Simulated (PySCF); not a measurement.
**MF for M along the 5d metals**

PBE0 with triple-zeta basis sets in PySCF, for the lowest determinant that a PBE0 search found; no spin–orbit coupling. De refers to high-spin ground-configuration atoms. A positive dipole means M(−)F(+).

```
 M         basis  state (unpaired electrons)  Re (Å)  ωe (cm⁻¹)  De (eV)  μ (D)
Hf  x2c-TZVPPall               doublet (δ ↑)   1.829        711      n/a  -1.56
 W    def2-TZVPP    sextet (σ ↑, π ↑↑, δ ↑↑)   1.889        645      n/a  -2.62
Re    def2-TZVPP   septet (σ ↑↑, π ↑↑, δ ↑↑)   1.983        540     4.12  -1.76
Os    def2-TZVPP         quartet (π ↑↑, δ ↑)   1.808        708      n/a  -2.73
Ir  x2c-TZVPPall          triplet (π ↑, δ ↑)   1.845        649      n/a  -3.25
Pt    def2-TZVPP               doublet (σ ↑)   1.886        608     3.44  -3.66
Au    def2-TZVPP      singlet (closed shell)   1.933        547     2.78  -4.28
Hg    def2-TZVPP               doublet (σ ↑)   2.046        442     1.42  -3.20
```

The shortest bond is that of OsF (1.808 Å), the longest that of HgF (2.046 Å).

The rows differ in basis set, which adds steps of its own.

The state changes along the series, so neighbouring rows are not always alike in their bonding.

De is left out where the level can put another filling of the metal’s s and d shells below the measured ground configuration, by anything from nothing to about 1 eV. The metal atom is held in its measured ground configuration; semilocal functionals can put another filling of s and d lower by some tenths of an eV, and De to that atom would be smaller. These are scalar-relativistic numbers at best; spin–orbit coupling would shift them, the dissociation energy most. States were picked by a PBE0 search and need not be the measured ground states.
